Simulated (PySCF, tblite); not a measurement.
Question: What does the GFN2-xTB structure of InChI=1S/C7H6OP2/c1-2-5-9-10-7-3-4-8-6-7/h1,3-4,6H,5H2 look like in three dimensions?

Answer: 
```
atom  x, y, z in Å
C1     3.7400    0.8111    0.6789
C2     3.2952   -0.2269    0.2782
C3     2.7204   -1.4548   -0.1978
P4     0.8402   -1.4577   -0.3218
P5     0.4149    0.4019    0.3816
C6    -1.3852    0.3438    0.2905
C7    -2.2168    1.5034    0.2597
C8    -3.4951    1.0506    0.2383
O9    -3.5236   -0.2941    0.2655
C10   -2.2541   -0.7157    0.2996
H11    4.1524    1.7103    1.0265
H12    2.9970   -2.2822    0.4655
H13    3.1055   -1.6900   -1.1963
H14   -1.8844    2.5212    0.2470
H15   -4.4371    1.5611    0.2075
H16   -2.0770   -1.7730    0.3333
```

Orientation and origin are arbitrary. Atoms count from 1 in this order. The 5-membered ring C6–C7–C8–O9–C10 has internal angles of 105.0° to 111.0° (sum 540°, against 540° for a flat polygon); it is planar, 0.00 Å rms from its mean plane, widest ring torsion 1°. The 5 C–C bonds span 1.198 Å (C1≡C2, drawn triple) to 1.437 Å (C2–C3, drawn single), a spread of 0.239 Å. P5 (phosphorus bonded to C and P) is bent (angle 99.3°). P4 (phosphorus bonded to C and P) is bent (angle 100.6°).

Bonds between heavy atoms (Å): C1≡C2 1.198, C2–C3 1.437, C3–P4 1.884, P4=P5 2.033, P5–C6 1.803, C6–C7 1.427, C7–C8 1.356, C8–O9 1.345, O9–C10 1.338, C6–C10 1.370.

Structure optimised with GFN2-xTB, isolated species.

Point group: C1 (no symmetry element, even within 0.4 Å). Its GFN2-xTB frequencies are all real (lowest 20 cm⁻¹). The numbers are those of one conformer (C2–C3–P4–P5 -2°, P4–P5–C6–C7 -159°). 3 starts were optimised and ended at 0.00, 0.22 and 0.32 kcal/mol (GFN2-xTB); the lowest of these is shown.

All values are computed, not measured.
